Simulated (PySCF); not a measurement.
## Ionisation energy of Ta⁺ by level of theory

Ta⁺ [Xe] 4f14 5d3 6s1 [5d3/2^3 6s1/2^1, M_J = 1] → Ta²⁺ [Xe] 4f14 5d3 [5d3/2^3, M_J = 3/2], as a difference of total energies. All numbers are calculated (PySCF 2.14, the two-component X2C-1e Hamiltonian, in x2c-QZVPPall-2c (16s16p12d6f2g, 184 functions)). "Screened" scales the spin-orbit matrix elements by Boettger's factors to mimic the two-electron term; Breit and QED terms are absent.

```csv
method,ionisation energy (eV)
GHF (spin-free),14.204
GHF (screened spin-orbit),14.144
```

The spin-free rows relax to the high-spin LS determinant and lack the spin-orbit shift.

The labels give the starting determinants; with spin-orbit coupling the two ends relaxed to ⟨J²⟩ = 5.43, ⟨L²⟩ = 12.01, ⟨S²⟩ = 6.03 and ⟨J²⟩ = 5.92, ⟨L²⟩ = 11.91, ⟨S²⟩ = 3.75.

The determinant of Ta⁺ and of Ta²⁺ mixes levels of different J (the jj label is only the starting occupation), so the difference between spin-free and spin-orbit rows is not the physical spin-orbit shift.

For comparison: 16.2 ± 0.5 eV (semi-empirical (NIST evaluation); NIST Atomic Spectra Database, ionization energies).
